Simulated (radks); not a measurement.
All-electron atom: La+ in [Kr] 4d10 5s1.5 5p6 5d2 6s0.5 (fractional occupations, a model configuration).

Method: scalar-relativistic Kohn-Sham, SCAN, spin-polarised, spherical densities, finite nucleus; open shells are filled with parallel spins first (spin-orbit coupling, left out, can overturn this in heavy ions); meta-GGA in the generalised Kohn-Sham scheme; Fermi nuclear charge, rms radius 4.855 fm; computed with a radial shooting solver on a logarithmic mesh with Libxc functionals.

Energy parts (eV):
part                      energy
total                 -231122.71
kinetic                244466.88
electron-nucleus      -558906.57
Hartree                 88869.47
exchange-correlation    -5552.50

Orbitals (lengths in bohr, moments of r in powers of bohr; r(90%) holds 90 % of the orbital's charge):
orbital  occ.  eigenvalue (eV)  r(90%)
1s up       1        -38819.71  0.0452
1s down     1        -38819.64  0.0452
2s up       1        -6205.004   0.166
2s down     1        -6204.900   0.166
2p up       3        -5558.074   0.153
2p down     3        -5557.971   0.153
3s up       1        -1340.699   0.418
3s down     1        -1340.634   0.418
3p up       3        -1132.471   0.424
3p down     3        -1132.386   0.424
3d up       5        -834.0656   0.407
3d down     5        -833.9468   0.407
4s up       1        -279.1025   0.938
4s down     1        -278.8712   0.938
4p up       3        -210.9593    1.01
4p down     3        -210.7397    1.01
4d up       5        -112.2226    1.15
4d down     5        -111.9412    1.15
5s up       1         -46.5376    2.24
5s down   0.5         -45.1617    2.24
5p up       3         -29.5340    2.63
5p down     3         -27.9586    2.59
5d up       2          -8.9701    4.19
6s up     0.5          -8.6757    5.64

The highest occupied level is 6s up at -8.676 eV. The density falls to 0.001 e/bohr^3 at r = 4.64 bohr. Spin moment in Bohr magnetons: 3. The spin density at the nucleus is 88.09 e/bohr^3 (1s 0.32, 2s -0.02, 3s 0.23, 4s 1.30, 5s 75.11, 6s 11.16).

Empty levels of this run are not shown, since the potential may be unsettled where no density lies.
